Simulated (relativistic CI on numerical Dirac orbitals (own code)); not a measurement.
Method of calculation: Dirac-Coulomb-Breit CI, orbitals from a KLI potential per configuration, a model potential for QED, unscaled Slater integrals (own radial code, finite nucleus).

Configurations in the expansion (outside the closed core [Ar] 3d10): 4s2 4p6 4d10 4f3, 4s2 4p6 4d10 4f2 5s, 4s2 4p6 4d10 4f 5s2, 4s2 4p6 4d10 4f2 5p, 4s2 4p6 4d9 4f4, 4s2 4p6 4d10 4f 5s 5p, 4s2 4p6 4d10 4f 5p2, 4s2 4p6 4d10 4f 5s 5d, 4s2 4p6 4d10 4f2 5d, 4s2 4p6 4d10 4f 5p 5d, 4s2 4p5 4d10 4f4, 4s2 4p6 4d9 4f2 5s2, 4s2 4p6 4d9 4f3 5s, 4s2 4p6 4d10 4f2 5f, 4s2 4p6 4d10 4f 5d2, 4s2 4p6 4d9 4f2 5s 5p, 4s2 4p6 4d10 4f2 6s, 4s2 4p6 4d10 4f2 6p, 4s 4p6 4d10 4f4, 4s2 4p6 4d9 4f3 5p, 4s2 4p6 4d10 4f2 5g, 4s2 4p6 4d10 4f2 6d, 4s2 4p5 4d10 4f2 5s2, 4s2 4p6 4d10 4f2 6f, 4s2 4p6 4d8 4f3 5s2, 4s2 4p6 4d10 4f2 7s, 4s2 4p6 4d10 4f2 7p, 4s2 4p5 4d10 4f2 5s 5p, 4s 4p6 4d10 4f2 5s2. Levels of other configurations are missing.

At this charge transitions that keep the count of f electrons are usually good to a few per cent. Terms inside the open d or f shell come out 10 to 20 % too wide with unscaled integrals. Levels that differ in their count of f electrons can be misplaced by several ten thousand cm⁻¹, since the correlation energy of f electrons is missing or only estimated; rates across such gaps can be off by orders of magnitude.

Outline of the computed level scheme of Yb XXII. Lowest level of each configuration: 4s2 4p6 4d10 4f3 4I°_9/2 at 0.0000 eV; 4s2 4p6 4d10 4f2 5s 4H_7/2 at 63.7705 eV.

LS names give the leading component of a level, which can be under half, so a name can repeat, a term be missing and a line seem to break the LS rules.
